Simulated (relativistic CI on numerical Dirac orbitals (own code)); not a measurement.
How well does a small relativistic CI reproduce Se3+?

Method of calculation: Dirac-Coulomb-Breit CI, orbitals from a KLI potential per configuration, a model potential for QED, valence Slater integrals scaled by 0.85, configuration energies shifted to the measured levels that pair with them (semi-empirical) (own radial code, finite nucleus).

CI space (outside the closed core [Ar] 3d10): 4s2 4p, 4s 4p2, 4s2 4d, 4s2 5s, 4s2 5p, 4s2 4f, 4s2 5d, 4s2 6s, 4p3, 4s 4p 4d, 4s 4p 4f, 4p 4d2, 4s2 6p, 4s 4p 5s, 4s2 5f, 4s2 5g, 4p2 4d, 4s2 6d, 4s2 6f, 4s 4p 5p, 4s 4d2, 4p 4f2, 4s 4p 5d, 4s 4p 6s, 4p2 4f, 4s 4p 6p, 4s 4d 4f, 4s 4p 5f, 4s 4p 5g, 4s 4p 6d. Levels of other configurations are missing.

| Configuration | Term (tabulated) | J | Measured (cm⁻¹) | Computed | Error | Purity (%) |
| --- | --- | --- | --- | --- | --- | --- |
| 4s2 4p | 2P° | 1/2 | 0.0 | 0 | 0 | 97 |
| 4s2 4p | 2P° | 3/2 | 4376.0 | 4200 | -176 | 97 |
| 4s 4p2 | 2D | 3/2 | 104211.0 | 104207 | -4 | 86 |
| 4s 4p2 | 2D | 5/2 | 104706.0 | 104695 | -11 | 86 |
| 4s 4p2 | 2S | 1/2 | 128787.0 | 127806 | -981 | 91 |
| 4s 4p2 | 2P | 1/2 | 136134.0 | 136672 | 538 | 90 |
| 4s 4p2 | 2P | 3/2 | 138354.0 | 138969 | 615 | 96 |
| 4s2 4d | 2D | 3/2 | 153217.0 | 153240 | 23 | 85 |
| 4s2 4d | 2D | 5/2 | 153606.0 | 153591 | -15 | 85 |
| 4s2 5s | 2S | 1/2 | 157241.0 | 157241 | 0 | 99 |
| 4s2 5p | 2P° | 1/2 | 189913.0 | 189940 | 27 | 98 |
| 4s2 5p | 2P° | 3/2 | 191111.0 | 191084 | -27 | 98 |
| 4s2 4f | 2F° | 7/2 | 229684.0 | 229671 | -13 | 90 |
| 4s2 4f | 2F° | 5/2 | 229714.0 | 229725 | 11 | 91 |
| 4s2 5d | 2D | 3/2 | 237747.0 | 237755 | 8 | 99 |
| 4s2 5d | 2D | 5/2 | 237899.0 | 237891 | -8 | 99 |
| 4s2 6s | 2S | 1/2 | 240745.0 | 240745 | 0 | 99 |

Measured levels from Moore, Atomic Energy Levels, vol. II, NSRDS-NBS 35 (1971 reprint of NBS Circular 467, 1952); pairs were made by configuration, J and term (by order where the table uses no LS term), so strongly mixed levels may be paired wrongly. The analysis dates from before 1960.

Mean error by configuration (cm⁻¹): 4s2 4p -176; 4s 4p2 32; 4s2 4d 4; 4s2 5s 0; 4s2 5p 0; 4s2 4f -1; 4s2 5d 0; 4s2 6s 0. Over the excited levels the mean absolute error is 154 cm⁻¹ (16 of the 16 excited levels that our extract of the source holds in range could be paired), and the median relative error of those above 1,000 cm⁻¹ is 0.0099 %, both after the shifts were fitted to these levels, so that a configuration with one level shows no error.

Configurations whose levels could be paired with our table of measured levels were shifted onto them, all but the ground configuration, by the median error of their levels; single terms can still be off by 1,000 to 2,000 cm⁻¹ or more, and rates follow the energies as ν³ (E1, M1) or ν⁵ (E2). The others borrow a shift and can be off by several thousand cm⁻¹ or more. The fine structure of a lone outer electron comes out too small, for d and f at times inverted, and misplaced configurations move strength between like terms. 16 of the 16 excited levels that our extract of the measured tables holds in this range could be paired (the sources list more); they are missed by 154 cm⁻¹ on average and 981 at most, after the shifts were fitted to these levels, and levels without a partner can miss by more.

Shifts applied (cm⁻¹): 4s2 4p 0; 4s 4p2 1267; 4s2 4d -1794; 4s2 5s -6917; 4s2 5p -7086; 4s2 4f -5244; 4s2 5d -7573; 4s2 6s -7699.
